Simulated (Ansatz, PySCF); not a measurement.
Molecule: SiH2Cl, net charge 0, doublet state. SMILES: Cl[SiH2]
Geometry: optimised at B3LYP-D3(BJ)/def2-TZVP (Ansatz, a program for electronic structure).

PBE/6-31G* beside other levels, property by property. Terms: 6-31G* and kin with 6d, 5d where marked; no spin-orbit coupling; no dispersion term unless named; atomisation electronic, to ground-state atoms; each state is the SCF solution reached for its charge and spin; open shells spin-unrestricted; non-relativistic; valence correlation only. Basis-set limits of correlation are two-point, X^-3; Hartree-Fock from the larger set. Ab initio and DFT rows: single points at B3LYP-D3(BJ) geometries (Ansatz), with unscaled harmonic terms from B3LYP/6-31G* (Ansatz) at its own minima, enthalpies of formation by atomisation with measured atoms.

Coupled cluster (Ansatz) is a level with limits of its own, used here on species with T1 under 0.025 (0.045 for open shells) and stable references: CCSD(T)/CBS(def2-TZVPPD,def2-QZVPPD).

| property | PBE/6-31G* (Ansatz) | B3LYP/6-31G* (Ansatz) | M06-2X/6-31G* (5d) (PySCF) | PBE0/def2-TZVPD (Ansatz) | to compare with |
|---|---|---|---|---|---|
| atomisation energy (kcal/mol) | 236.5 | 233.8 | 238.5 | 240.6 | 243.6 coupled cluster |
| enthalpy of formation at 298 K (kcal/mol) | 11.1 | 13.9 | 9.1 | 7.0 | 4.0 coupled cluster |
| vertical ionisation energy to the singlet (eV) | 8.81 | 8.94 | 9.04 | 8.96 | 8.90 coupled cluster |

As the rows show:
- atomisation energy: PBE/6-31G* lies 7.1 kcal/mol below coupled cluster.
- enthalpy of formation at 298 K: PBE/6-31G* lies 7.1 kcal/mol above coupled cluster.
- vertical ionisation energy to the singlet: PBE/6-31G* lies 0.09 eV below coupled cluster.

The properties are those with a value to compare with, at most eight drawn at random. No case is left out for the size of its miss. Left out are saddle points of the reference geometry, anions that the best level run finds unbound, excited spin states, species near biochemistry, 298 K rows of species without real B3LYP wavenumbers, cases with under five habitual levels, runs that failed or that the program found above a lower state of the same kind, table entries that another table contradicts, and a share of species set aside by lot.
